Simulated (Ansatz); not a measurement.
Basis-set extrapolation for CH$_{4}$FNSSi (PBE0-D4/def2-TZVP geometry, frozen core, Ansatz 0.2.0). Multiplicity 1, RHF reference.

```
                      def2-TZVPP   def2-QZVPP
                 HF  -880.712852  -880.742757
    MP2 correlation    -0.906618    -0.980850
CCSD(T) correlation    -0.985213      not run
```

Energies in hartree. Use E(X) = E(∞) + A·exp(−7.88·√X) for Hartree–Fock and E(X) = E(∞) + B·X^(−2.97) for correlation, with X = 3 and 4, and add CCSD(T) minus MP2 of the smaller set to the MP2 limit.

What is the CCSD(T) energy at the basis-set limit?

HF limit: -880.742757 + (-0.029905) × 0.13774 = -880.74688. MP2 limit: -0.980850 + (-0.074232) × 0.74074 = -1.03584. Higher-order term: -0.985213 − (-0.906618) = -0.07859. Total: -881.86131 hartree, 4.44 eV below CCSD(T)/def2-TZVPP.
